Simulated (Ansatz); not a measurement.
Gas-phase electronic energies from Ansatz, PBE0-D4/def2-TZVP geometries. CCSD(T)/CBS is the MP2 limit (def2-TZVPP, def2-QZVPP) plus CCSD(T) − MP2 in def2-TZVPP, frozen cores. This one scheme is used for every species. DFT in def2-TZVPP. Each species was taken in one conformer, which may not be the lowest.

`[SiH3][SiH2]OBCl` + `CCBS` → `CCBS[SiH3]` + `[SiH3]OBCl`  (cleavage of the Si–Si bond)

```tsv
species	PBE-D4 energy (Eh)
`[SiH3][SiH2]OBCl`	-1142.44389
`CCBS`	-503.21688
`CCBS[SiH3]`	-793.78596
`[SiH3]OBCl`	-851.89121
```

Problem. Work out ΔE.

Solution. ΔE = (-793.78596) + (-851.89121) − (-1142.44389) − (-503.21688) = -0.01640 Eh = -43.1 kJ/mol. CCSD(T)/CBS gives -59.0 kJ/mol.

Largest T1 diagnostic among the species: 0.013.

From PBE to PBE0 (25 % exact exchange), in def2-TZVPP and without D4, ΔE moves by −5.5 kJ/mol.
